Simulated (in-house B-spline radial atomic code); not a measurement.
## Binding energies in the technetium ion Tc⁶⁺

NIST's tabulated ground configuration is [Kr] 4d1; each binding energy is the energy of the ion with one electron taken from that subshell, relaxed, less that of the parent. Computed with a B-spline radial code for spherical atoms: Dirac-Hartree-Fock, average of configuration, Fermi nucleus of rms radius 4.41117 fm. Energies include first-order Breit, QED and recoil terms.

```csv
subshell,X-ray name,binding energy (eV),-ε (eV),relaxation (eV)
1s,K,21147.9,21261.1,54.4
2s,L1,3153.8,3185.2,25.8
2p1/2,L2,2899.7,2934.0,28.8
2p3/2,L3,2783.3,2815.1,28.0
3s,M1,650.7,659.0,7.4
3p1/2,M2,552.6,561.0,7.7
3p3/2,M3,532.5,540.3,7.4
4s,N1,168.8,169.9,1.0
4p1/2,N2,135.4,136.4,0.9
4p3/2,N3,132,133.0,0.9
4d,"N4,5",87.67,88.15,0.50
```

Relaxation = -ε minus the binding energy without Breit, QED and recoil terms.

Emission lines follow as differences of binding energies, with λ = 12398.42 eV·Å / E:

```csv
line,holes,energy (eV),wavelength (Å)
K-L3,1s → 2p3/2,18364.6,0.67513
K-L2,1s → 2p1/2,18248.2,0.67943
K-M3,1s → 3p3/2,20615.4,0.60142
L1-M3,2s → 3p3/2,2621.3,4.7299
L3-M1,2p3/2 → 3s,2132.6,5.8138
```

**Question.** What screening constant σ does Moseley's law, E = (3/4)·13.6057 eV·(Z - σ)², need for K-L3?

**Answer.** σ = 0.58.

Moseley's non-relativistic formula needs a falling, then negative, screening constant for heavy elements, because relativity binds the 1s electron more strongly than the formula allows.

**Question.** What does it cost to remove both a 2p3/2 and a 3p1/2 electron?

**Answer.** 3390.6 eV, which is 54.78 eV more than the two single binding energies together.

**Question.** What does it cost to remove both a 3p3/2 and a 4d electron?

**Answer.** 641.88 eV, which is 21.71 eV more than the two single binding energies together.

**Question.** What does it cost to remove both a 4p3/2 and a 4d electron?

**Answer.** 237.59 eV, which is 17.89 eV more than the two single binding energies together.
